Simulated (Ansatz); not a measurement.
A run for Ansatz (an electronic-structure program): R-wB97M-V/def2-TZVPP on C2H6FGa (SMILES [CH3][Ga]([CH3])[F]), a point of a torsion scan.

Ansatz 0.2 input:
```yaml
crystal:
  periodic: [false, false, false]
  atoms:
    - {symbol: C, position_ang: [-1.84895851, -0.49180172, -0.05717446]}
    - {symbol: Ga, position_ang: [-0.03895660, 0.40073210, 0.26148320]}
    - {symbol: C, position_ang: [1.85597345, -0.03541359, 0.88849638]}
    - {symbol: F, position_ang: [-0.14823216, 2.12474197, -0.13764654]}
    - {symbol: H, position_ang: [-1.85141267, -1.01656784, -1.01375022]}
    - {symbol: H, position_ang: [-2.60475415, 0.29499841, -0.08559008]}
    - {symbol: H, position_ang: [-2.09218067, -1.20510122, 0.73015067]}
    - {symbol: H, position_ang: [2.16631619, -1.03418545, 0.58269930]}
    - {symbol: H, position_ang: [1.91724260, 0.03140507, 1.97597657]}
    - {symbol: H, position_ang: [2.52813379, 0.70722721, 0.45524286]}
basis:
  gaussian:
    orbitals: def2-TZVPP
hamiltonian:
  xc: {name: wB97M-V}
scf: {lower_state_search: off}
```

The log:

```
WARN ansatz: RAYON_NUM_THREADS=1 ignored (pool sized by the plan → 1); use --threads N
Functional definition: wB97M-V
these checks for a lower state are left out or cut short: stability, starts, cluster_reference, orbital_swaps, neighbouring_geometries, increment
integrals: 0.19 GiB planned
1273 factors; their error is unknown
integrals: 0.22 GiB planned
312 factors; integrals over basis functions are off by at most 8.9e-6 eV
mean field: 1.55 GiB planned
mean field evaluation 1: about -57258.2536 eV, gradient 6.2e1 eV
mean field evaluation 2: about -57259.2285 eV, gradient 6.6e1 eV
mean field evaluation 4: about -57265.3799 eV, gradient 1.4e0 eV
mean field evaluation 8: about -57265.3917 eV, gradient 2.7e-2 eV
mean field evaluation 16: about -57265.4931 eV, gradient 1.1e-5 eV
mean field -57265.49311514 eV, -2104.4680560361 hartree, gradient 5.2e-6 eV, S^2 0.000000; 0 other end points of the search recorded, 0 dependent functions left out
reference -57265.49316486 eV, -2104.4680578631 hartree; 29, 29 occupied and 196, 196 virtual orbitals, 1273 factors
Total energy: -57265.49316486 eV, -2104.4680578631 hartree
Checks for a lower state left out: stability, starts, cluster_reference, orbital_swaps, neighbouring_geometries, increment
```

The run converged.

Cost: around 9 core-seconds (rough).
